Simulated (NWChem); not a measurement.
Species: CH2AlNO; SMILES O=C=[N][AlH2]

```xyz
6

Al     0.0000     0.0000     1.7257
H      0.0000     1.3990     2.4576
H      0.0000    -1.3990     2.4576
N      0.0000     0.0000    -0.0561
C      0.0000     0.0000    -1.2580
O      0.0000     0.0000    -2.4260
```
Atoms are numbered in this order, from 1.

Computed with NWChem. Structure relaxed at the PBE0/def2-SVP level. Ions are spin-unrestricted doublets at the neutral geometry; other ion states weren't tried.

Q: Estimate the computed values for PBE/def2-SVP. Quantities: vertical ionisation energy, ΔSCF (eV); −ε(HOMO) (eV).

A: 
- vertical ionisation energy, ΔSCF (eV): 9.99
- −ε(HOMO) (eV): 6.88
